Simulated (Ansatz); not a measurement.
```yaml
crystal:
  periodic: [false, false, false]
  atoms:
    - {symbol: B, position_ang: [0.589768, 1.246485, -1.015945]}
    - {symbol: C, position_ang: [-0.308332, 0.153591, -0.836725]}
    - {symbol: N, position_ang: [-0.218901, -0.617956, 0.268971]}
    - {symbol: B, position_ang: [-0.741075, -1.539988, 1.326242]}
    - {symbol: H, position_ang: [0.939450, 1.880452, -1.679767]}
    - {symbol: H, position_ang: [1.415060, 1.921290, -0.034886]}
    - {symbol: H, position_ang: [-0.767280, -0.269270, -1.638202]}
    - {symbol: D, position_ang: [0.279802, -2.224078, 1.530474]}
    - {symbol: H, position_ang: [-1.385137, -0.711697, 2.114040]}
basis:
  gaussian: {orbitals: 6-31G}
magnetization: {spin_polarized: true, initial_magnetization: 0}
hamiltonian: {xc: {name: wB97}}
accuracy: high
output: {forces: true}
```

```sh
$ ansatz run in.yaml --threads 2 --pin off --events-out ev --progress --plain --max-ram 4352MiB
```

Task: How does Ansatz answer? (Estimate.)

Result: The calculation gave: The program refused the input.
```
Error: YAML parse error: error: line 11 column 16: `D` is not an element symbol (H … Og, case-exact)
 9 |     - {symbol: H, position_ang: [1.415060, 1.921290, -0.034886]}
10 |     - {symbol: H, position_ang: [-0.767280, -0.269270, -1.638202]}
11 |     - {symbol: D, position_ang: [0.279802, -2.224078, 1.530474]}
12 |     - {symbol: H, position_ang: [-1.385137, -0.711697, 2.114040]}
13 | basis:
```
